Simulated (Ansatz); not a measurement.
The cluster Ag₂Au₂. The state is a singlet with charge 0. Geometry PBE0-D4/def2-SVP, basis def2-TZVP, Ansatz.

```xyz
4

Au    0.622   -2.039    0.994
Au   -0.623    2.040   -0.993
Ag    1.156    0.553    0.411
Ag   -1.155   -0.554   -0.413
```

```json
{"run": "A", "HOMO (eV)": "-5.97", "LUMO (eV)": "-2.85"}
{"run": "B", "HOMO (eV)": "-6.91", "LUMO (eV)": "-2.08"}
{"run": "C", "HOMO (eV)": "-5.51", "LUMO (eV)": "-3.71"}
{"run": "D", "HOMO (eV)": "-7.51", "LUMO (eV)": "-1.03"}
{"run": "E", "HOMO (eV)": "-7.63", "LUMO (eV)": "-0.86"}
{"run": "F", "HOMO (eV)": "-7.49", "LUMO (eV)": "-1.21"}
```

In the def2 sets Ag, Au take a core potential; there is no spin–orbit coupling. LC-ωPBE has ω = 0.4 bohr⁻¹. The structure comes from a short search, and lower isomers may exist.

The runs used CAM-B3LYP, LC-ωPBE, PBE, PBE0, ωB97M-V, ωB97X-V. Estimate which is which.

A PBE0 (25 % exact exchange); B CAM-B3LYP (range-separated); C PBE (0 % exact exchange); D ωB97X-V (range-separated); E LC-ωPBE (range-separated); F ωB97M-V (range-separated). Exact exchange lowers occupied and raises empty levels; among semilocal functionals meta-GGAs tend to open the gap a little, and such runs are hard to tell apart. The gap grows from 1.80 eV (PBE) to 6.77 eV (LC-ωPBE).
